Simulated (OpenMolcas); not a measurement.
# Tc4+: moving the ligands

Tc4+ with its 6 nearest fluoride ions at 1.902 Å, on the Ge site of Cs2GeF6 (a = 9.021 Å, distance in the model lattice 1.804 Å). The rest of the host is ab initio model potentials to 7.6 Å and point charges beyond; the distance is set by hand and nothing relaxes. Ligand basis ANO-RCC-VDZP.

```json
{
 "Program": "OpenMolcas 26.06",
 "Method": "CASSCF",
 "Basis": "ANO-RCC-VTZP [7s6p4d2f1g]",
 "Scalar Hamiltonian": "DKH2, point nucleus",
 "Active space": "3 electrons in 5 orbitals (4d)",
 "State averaging": "2S+1 = 4 even, 10 roots; 2S+1 = 2 even, 40 roots",
 "Spin-orbit coupling": "state interaction with AMFI integrals over the reference wave functions"
}
```

Runs around this geometry, states (labels of O, the rotations of Oh). Energies in cm-1 above the lowest state or level, χT in cm3 K/mol; 10Dq and B are least-squares fits to the states below 45000 cm-1, weighted by degeneracy, with a free offset, and given where the rms deviation is under 5 % of |10Dq| (or 100 cm-1) and under 700 cm-1.

| R (Å) | Ground state | First state of that spin | 10Dq | B (rms of fit) | First gap with spin-orbit (degeneracies) | χT at 300 K | First state of another spin |
| --- | --- | --- | --- | --- | --- | --- | --- |
| 1.804 | 4A2 | 4T2 41846 |  |  | 14714 (4, 4) | 1.805 | 2E 14748 |
| 1.902 | 4A2 | 4T2 33473 | 33463 | 764 (16) | 14887 (4, 4) | 1.784 | 2E 14940 |
| 1.955 | 4A2 | 4T2 29907 | 29307 | 783 (196) | 14970 (4, 4) | 1.771 | 2E 15037 |

Taking the first state of the same spin as R^-n, n = -ln(29907 / 41846) / ln(1.955 / 1.804) = 4.2 between the shortest and longest distance.

Without dynamic correlation the repulsion within the d shell is too large (B by tens of per cent), so at a given field states of lower spin stand too high. With metal d orbitals alone the field can be off either way by tens of per cent. Ligand-to-metal charge-transfer states are missing. With no ligand orbital active B as a rule stays too high, so bands that hang on it stand too high and its fall with covalency is understated. The least metal-like active orbital is 76 % on the metal (Löwdin) and no ligand orbital is active, so the numbers are rough (holds for R = 1.804). The least metal-like active orbital is 77 % on the metal (Löwdin) and no ligand orbital is active, so the numbers are rough (holds for R = 1.902; R = 1.955). No measured value stands beside these numbers; the geometry was set by hand and not optimised.
